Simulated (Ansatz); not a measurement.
Cost and result for the atomization energy of H$_{7}$NOSi$_{3}$, SMILES `N[Si@H]1O[Si@@H]1[SiH3]` (12 atoms, 12 bonds).

Cartesian coordinates in Å:
```
N -1.399 -2.162 0.953
Si -0.709 -0.701 0.488
O 0.508 -0.192 1.423
Si 1.690 -0.208 0.120
Si 1.196 1.936 -0.901
H -0.866 -2.912 1.362
H -2.315 -2.445 0.649
H -1.760 0.248 0.085
H 0.246 -0.877 -0.796
H 1.542 1.920 -2.353
H 2.074 2.958 -0.255
H -0.208 2.435 -0.774
```

The species carries charge 0 and has multiplicity 1. All single points use the PBE0-D4/def2-TZVP geometry. It is one conformer, not always the lowest. Program: Ansatz. All runs use 4 threads of an Arm Neoverse V1 on a shared host. Times are those of one run each, without the atoms' runs, and a repeat can differ threefold. Electronic energies, without spin–orbit coupling; frozen cores. CCSD(T)/CBS adds CCSD(T) − MP2 in def2-TZVPP to the MP2 limit, and its time is that of the two runs behind it. T1 = 0.015. B3LYP takes the VWN-RPA correlation (the form of Gaussian; ORCA's B3LYP/G).

CCSD(T)/CBS is a level of theory with its own doubt, some kJ/mol a heavy atom from the limit and from the frozen cores, so smaller differences don't rank the functionals.

```tsv
level	functions	wall time	atomization (kJ/mol)	difference from CCSD(T)/CBS	per bond
PBE-D4/def2-TZVPP (with forces)	286	3.4 s	3940.1	11.6	1.0
PBE0-D4/def2-TZVPP	286	4.4 s	3876.9	-51.6	-4.3
r2SCAN-D4/def2-TZVPP (with forces)	286	6.5 s	3913.1	-15.4	-1.3
B3LYP-D4/def2-TZVPP (with forces)	286	7 s	3917.9	-10.6	-0.9
B2PLYP/def2-TZVPP	286	8.5 s	3857.4	-71.1	-5.9
ωB97X-V/def2-TZVPP	286	11 s	3948.0	19.5	1.6
ωB97M-V/def2-TZVPP (with forces)	286	17 s	3938.0	9.5	0.8
MP2/def2-QZVPP	534	33 s	3902.4	-26.1	-2.2
CCSD(T)/def2-TZVPP	286	4 min	3798.0	-130.5	-10.9
CCSD(T)/CBS(def2)	–	4.5 min	3928.5	0.0	0.0
```

The D4 term adds +52.8 kJ/mol with B3LYP and +27.8 kJ/mol with PBE0; it sums over pairs of atoms, weighted by their polarisabilities, and B3LYP, whose exchange is more repulsive, gets the larger term. From PBE to PBE0 (25 % exact exchange), in def2-TZVPP and without D4, the atomization energy moves by −58.5 kJ/mol: exact exchange takes away binding that semilocal exchange gives to molecules. In def2-TZVPP, CCSD(T) changes the Hartree–Fock value by +1039.7 kJ/mol (the triples alone add +58.5 kJ/mol) and MP2 by +1065.2 kJ/mol; breaking electron pairs costs correlation energy, which Hartree–Fock lacks.
